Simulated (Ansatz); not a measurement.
CH6GeOSi, SMILES `[SiH3][GeH]1[CH2][O]1`. Total charge 0; spin multiplicity 1. Geometry: relaxed with PBE0-D4/def2-TZVP.

```xyz
10

Si   -0.174    1.149    1.450
Ge   -0.363   -0.743    0.047
C     0.630   -0.860   -1.583
O    -0.616   -0.208   -1.704
H    -1.489    1.822    1.596
H     0.310    0.724    2.789
H     0.807    2.071    0.826
H    -1.312   -1.900    0.381
H     1.507   -0.227   -1.722
H     0.700   -1.829   -2.080
```

What is the dipole moment at B3LYP/def2-TZVPP? (An estimate is asked.)

Ansatz gave: 2.27 D, with components (1.00, -0.42, 1.99) D in this frame, pointing from negative to positive charge.

And with PBE, r2SCAN, ωB97M-V? (An estimate is asked.)

The calculation gave: PBE 2.00 D, r2SCAN 2.06 D, ωB97M-V 2.35 D.

Give the Mulliken charges with B3LYP, ωB97M-V, PBE in def2-TZVPP. (Estimate.)

Ansatz gave: 
```json
{"atom": "Si1", "B3LYP": "0.15", "ωB97M-V": "0.07", "PBE": "0.08"}
{"atom": "Ge2", "B3LYP": "0.27", "ωB97M-V": "0.21", "PBE": "0.26"}
{"atom": "C3", "B3LYP": "-0.05", "ωB97M-V": "-0.09", "PBE": "-0.06"}
{"atom": "O4", "B3LYP": "-0.44", "ωB97M-V": "-0.43", "PBE": "-0.37"}
{"atom": "H5", "B3LYP": "-0.04", "ωB97M-V": "0.00", "PBE": "-0.03"}
{"atom": "H6", "B3LYP": "-0.05", "ωB97M-V": "-0.01", "PBE": "-0.03"}
{"atom": "H7", "B3LYP": "-0.04", "ωB97M-V": "0.00", "PBE": "-0.03"}
{"atom": "H8", "B3LYP": "0.00", "ωB97M-V": "0.03", "PBE": "0.00"}
{"atom": "H9", "B3LYP": "0.09", "ωB97M-V": "0.11", "PBE": "0.08"}
{"atom": "H10", "B3LYP": "0.10", "ωB97M-V": "0.11", "PBE": "0.09"}
```

B3LYP here is the variant with VWN-RPA as its local correlation; programs differ in this.
